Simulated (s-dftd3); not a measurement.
Br3Pb (SMILES [Br][Pb-]([Br])[Br]), charge -1, singlet, geometry from GFN2-xTB (such geometries of metal compounds can be far from the true shape); D3(zero) for wb97x (s-dftd3 1.4.0).

The s-dftd3 input:
```
$ s-dftd3 mol.xyz --zero wb97x --json dftd3.json --noedisp --grad

# file mol.xyz
4

Pb     0.00381371    -0.00015158     0.64375725
Br     0.60057734    -2.35520043    -0.50687391
Br     1.73497476     1.70048433    -0.51263926
Br    -2.34448708     0.65507125    -0.48871810
```

Output, abridged:

```
-----------------------------------
 s i m p l e   D F T - D 3  v1.4.0
-----------------------------------

Zero (Chai-Head-Gordon) damping: wb97x-D3(0)
--------------------
  s6         1.0000
  s8         1.0000
  s9         0.0000
 rs6         1.2810
 rs8         1.0940
 alp        14.0000
--------------------

Dispersion energy:      -1.4771547209889E-03 Eh

Gradient norm:           8.2447554428713E-05 Eh/a0
--------------------------------------------------
     #    Z           dE/dx      dE/dy      dE/dz
--------------------------------------------------
     1   82 Pb   -3.625E-07  1.441E-08 -6.119E-05
     2   35 Br   -5.968E-06  2.376E-05  2.044E-05
     3   35 Br   -1.741E-05 -1.716E-05  2.050E-05
     4   35 Br    2.374E-05 -6.612E-06  2.026E-05
--------------------------------------------------

Virial:
--------------------------------------------------
      component           x          y          z
--------------------------------------------------
          x      -1.691E-04 -6.030E-11  2.161E-07
          y      -6.030E-11 -1.691E-04 -8.589E-09
          z       2.161E-07 -8.589E-09 -1.326E-04
--------------------------------------------------

[Info] JSON dump of results written to 'dftd3.json'
```
